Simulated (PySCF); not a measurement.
Level of theory: B3LYP-D3(BJ)/def2-TZVP // PBE0-D4/def2-SVP (PySCF). Gas-phase values, no solvent. One relaxed conformer stands for a flexible species; it need not be the lowest. B3LYP has the VWN-RPA correlation part, as in Gaussian. 

Reference species (SMILES): `S[Si](S)(S)S` (neutral, multiplicity 1).

```json
{
  "LUMO": "-0.96 eV",
  "S1 oscillator strength": "0.003",
  "HOMO": "-7.21 eV"
}
```

Changed species: `S[Si](CC)(S)S` (3 of 4 C2H5 replaced by SH; the reference has 4 of 4 C2H5 replaced by SH).

Problem. Predict the effect on the LUMO, S1 oscillator strength and HOMO.

Solution. the LUMO rises by 0.60 eV, to -0.36 eV; the S1 oscillator strength is nearly the same; the HOMO increases by 0.11 eV, to -7.10 eV.
